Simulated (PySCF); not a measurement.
C₆ coefficients of unlike pairs at PBE

Calculated with PySCF 2.14 from the dipole response of each species, C₆(A,B) = (3/π) ∫ α_A(iu) α_B(iu) du, in atomic units, from isotropic polarisabilities. For ions this is the dispersion term alone; charge-induced terms of lower order in 1/R come first.

```csv
species,configuration,basis,relativity,α (bohr³),C₆ (like pair)
Ta²⁺,[Xe] 4f14 5d3 (4F),aug-cc-pVTZ-PP with ECP60MDF (6s6p5d3f2g),core potential,14.83,82.17
Hg³⁺,[Xe] 4f14 5d9 (2D),aug-cc-pVTZ-PP with ECP60MDF (6s6p5d3f2g),core potential,5.781,33.37
P³⁺,[Ne] 3s2 (1S),aug-cc-pVQZ-DK (7s6p4d3f2g),spin-free X2C,6.597,16.45
Cr³⁺,[Ar] 3d3 (4F),def2-TZVPPD (6s6p4d2f1g),none,2.061,5.127
```

Task: Estimate C₆ for Hg³⁺ with Ta²⁺.

Result: The integral gives 49.27. The combination rule 2 C_A C_B / (C_A α_B/α_A + C_B α_A/α_B) gives 46.62 and the geometric mean 52.36.

No spin-orbit coupling is included.

The other pairs:

```
      pair     C₆
 Cr³⁺, P³⁺  7.810
Cr³⁺, Hg³⁺  13.02
 P³⁺, Ta²⁺  36.38
 P³⁺, Hg³⁺  20.89
Cr³⁺, Ta²⁺  18.69
```
